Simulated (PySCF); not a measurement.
The group X on silaethenyl-X is varied. Gas-phase values, no solvent. One relaxed conformer stands for each flexible species; it need not be the lowest. Strings in code marks are SMILES.

The four lowest singlet excitations (Tamm–Dancoff). These are PBE-D3(BJ)/def2-TZVP // PBE0-D3(BJ)/def2-TZVP (PySCF) values and carry that method's errors. Excitations are Tamm–Dancoff values on a coarser integration grid. The basis has no diffuse functions, so Rydberg states are missing or too high.

```csv
state,energy (eV),wavelength (nm),oscillator strength
S1,4.58,271,0.000
S2,4.83,257,0.307
S3,5.47,227,0.001
S4,5.63,220,0.009
```

### Question
Identify which member gives these states.
A) `C=[SiH]CO` (C–Si–C–O torsion -4°, Si–C–O–H torsion -47°)
B) `C=[SiH]F`
C) `C=[SiH]B(O)O`
D) `C=[SiH]Cl`

### Answer
C, `C=[SiH]B(O)O`
